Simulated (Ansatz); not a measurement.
Program: Ansatz. Geometries: PBE0-D4/def2-TZVP. ΔE: electronic, gas phase. CBS: MP2 limit from def2 TZ/QZ plus the TZ coupled-cluster correction, frozen cores. DFT in def2-TZVPP. HSE06 is defined as in plane-wave codes. For Ga outer-core shells are correlated without core-valence functions, which leaves a few kJ/mol of doubt a bond. Scalar relativity is left out up to krypton. One conformer a species, not always the lowest.

Consider the cleavage of the Si–Ga bond: `[BH2][GaH][SiH3]` + `F[SiH2]P` → `F[SiH2]P[SiH3]` + `[BH2][GaH2]`.

`[BH2][GaH][SiH3]`:

Z-matrix (Å, degrees):
```
Si
Ga 1 2.424
H 1 1.491 2 110.1
H 1 1.489 2 113.8 3 -120.8
H 1 1.491 2 110.2 3 118.3
B 2 2.058 1 122.2 3 120.3
H 2 1.576 1 114.5 3 -59.6
H 6 1.199 2 122.0 1 88.6
H 6 1.199 2 122.0 1 -88.5
```

`F[SiH2]P`:

Z-matrix (Å, degrees):
```
Si
P 1 2.244
F 1 1.602 2 108.5
H 1 1.484 2 108.5 3 -117.4
H 1 1.484 2 114.2 3 119.2
H 2 1.423 1 90.5 3 179.8
H 2 1.421 1 93.9 3 -86.8
```

`F[SiH2]P[SiH3]`:

Z-matrix (Å, degrees):
```
Si
P 1 2.240
F 1 1.602 2 107.7
H 1 1.484 2 109.0 3 117.5
H 1 1.485 2 114.5 3 -118.6
Si 2 2.254 1 96.1 3 90.9
H 2 1.424 1 91.9 3 -174.0
H 6 1.485 2 108.8 1 173.0
H 6 1.486 2 113.0 1 51.5
H 6 1.485 2 107.2 1 -68.9
```

`[BH2][GaH2]`:

```xyz
6

B    -0.472   -0.882    0.457
Ga    0.413    0.774   -0.402
H    -0.953   -0.849    1.555
H    -0.538   -1.936   -0.108
H    -0.397    1.803   -1.277
H     1.947    1.090   -0.225
```

| level | ΔE (kJ/mol) | difference from CCSD(T)/CBS |
| --- | --- | --- |
| LDA (SPW92) | -0.4 | 4.0 |
| revPBE-D4 | -4.5 | -0.1 |
| r2SCAN0-D4 | -5.9 | -1.5 |
| HSE06-D4 | -3.6 | 0.8 |
| ωB97X-V | -6.8 | -2.4 |
| ωB97M-V | -6.8 | -2.4 |
| B2PLYP | -2.0 | 2.4 |
| PBE-QIDH | -6.6 | -2.2 |
| BLYP | 6.8 | 11.2 |
| HF/def2-SVP | -3.4 | 1.0 |
| CCSD/def2-SVP | 0.8 | 5.2 |
| HF/def2-TZVPP | -5.1 | -0.7 |
| MP2/def2-TZVPP | -9.5 | -5.1 |
| SCS-MP2/def2-QZVPP | -9.1 | -4.7 |
| HF/CBS(def2) | -6.2 | -1.8 |
| MP2/CBS(def2) | -10.9 | -6.5 |
| CCSD(T)/CBS | -4.4 | 0 |

Largest T1 diagnostic among the species: 0.014.

Leaving LDA and LC-ωPBE aside and taking each functional with its dispersion term where it has one, the values, not all of them listed here, spread over 10.5 kJ/mol, from B97M-V to BLYP-D4. LDA lies −3.1 kJ/mol from PBE without D4. From BLYP to BHLYP (50 % exact exchange), in def2-TZVPP and without D4, ΔE moves by −8.2 kJ/mol.
